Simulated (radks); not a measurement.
Q: Ag+, 46 electrons, occupied as [Kr] 4d9 5s1 (not the ground configuration). Method: scalar-relativistic Kohn-Sham, PBE, spin-unpolarised, spherical densities, finite nucleus; Fermi nuclear charge, rms radius 4.5454 fm; computed with a radial shooting solver on a logarithmic mesh with Libxc functionals. Some entries of the table are withheld. Estimate them.

orbital  occ.  eigenvalue (eV)  <r> (bohr)  <1/r> (bohr^-1)
1s          2        -25342.10     0.03111            49.43
2s          2        -3742.443         (1)            11.23
2p          6        -3358.269      0.1177            10.85
3s          2        -696.6988      0.3685            3.944
3p          6        -570.5029      0.3676            3.757
3d         10        -371.5000      0.3458            3.530
4s          2              (2)      0.9097            1.516
4p          6         -71.1688      0.9955              (3)
4d          9              (4)       1.333              (5)
5s          1         -12.7624       2.713           0.4713

A: 
(1) 2s <r> (bohr): 0.1349
(2) 4s eigenvalue (eV): -107.7938
(3) 4p <1/r> (bohr^-1): 1.363
(4) 4d eigenvalue (eV): -19.2435
(5) 4d <1/r> (bohr^-1): 1.012
